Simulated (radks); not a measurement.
Question: Radial electron density D(r) = 4 pi r^2 rho(r) of an atom or ion with 56 electrons. Calculated with a radial shooting solver on a logarithmic mesh with Libxc functionals: scalar-relativistic Kohn-Sham, PBE, spin-polarised, spherical densities, finite nucleus; Fermi nuclear charge, rms radius of each element as measured or else 0.836 A^(1/3) + 0.57 fm.

r (bohr),D(r) (e/bohr),spin D(r)
0.0009759,2.846,0.00000152
0.001127,3.626,0.00000193
0.001291,4.546,0.00000242
0.001479,5.683,0.00000302
0.001708,7.173,0.00000379
0.001957,8.902,0.00000469
0.002261,11.14,0.00000584
0.00259,13.69,0.00000714
0.002967,16.73,0.00000867
0.003427,20.55,0.0000106
0.003926,24.76,0.0000126
0.004498,29.58,0.0000148
0.005195,35.32,0.0000174
0.005951,41.29,0.0000198
0.006818,47.65,0.0000221
0.007874,54.58,0.0000242
0.009021,61.01,0.0000254
0.01042,67.26,0.0000254
0.01194,72.19,0.0000237
0.01368,75.76,0.0000196
0.01579,77.67,0.0000119
0.01809,77.57,4.55e-07
0.02073,75.83,-0.0000161
0.02394,72.84,-0.0000415
0.02743,70.00,-0.0000767
0.03143,68.43,-0.000130
0.03629,69.50,-0.000221
0.04158,73.84,-0.000364
0.04802,81.69,-0.000616
0.05502,90.60,-0.000996
0.06303,98.39,-0.00155
0.07279,102.4,-0.00231
0.0834,100.4,-0.00301
0.09555,93.21,-0.00313
0.1103,83.37,-0.00130
0.1264,76.59,0.00473
0.146,75.85,0.0203
0.1673,80.97,0.0503
0.1916,87.20,0.104
0.2213,88.00,0.199
0.2536,79.20,0.336
0.2905,62.90,0.527
0.3355,44.90,0.791
0.3844,34.52,1.09
0.4404,32.90,1.40
0.5086,36.58,1.70
0.5827,38.66,1.90
0.6729,35.29,1.98
0.7709,27.82,1.93
0.8832,19.76,1.76
1.02,13.65,1.49
1.169,10.67,1.20
1.339,9.193,0.898
1.546,7.756,0.595
1.772,5.940,0.360
2.03,3.920,0.193
2.344,2.097,0.0864
2.685,0.9646,0.0357
3.101,0.3434,0.0126
3.553,0.1036,0.00435
4.071,0.02437,0.00136
4.701,0.003894,0.000335
5.386,0.0005050,0.0000704

What is the nuclear charge?

Answer: Z = 59. The innermost maximum, from 1s, lies near gamma/Z bohr with gamma = sqrt(1 - (Z/c)^2) = 0.903, here 0.0153 bohr (found: 0.0168), and its height grows with Z. The density is that of the praseodymium ion Pr3+ in [Xe] 4f2; the configuration itself is not fixed sharply by these data, and Z only to a few units. D(r) has 4 maxima, at r = 0.0168, 0.0746, 0.209, 0.578 bohr, and minima at 0.0322, 0.138, 0.423 bohr, inside which lie 1.95, 11.18, 29.06 electrons.
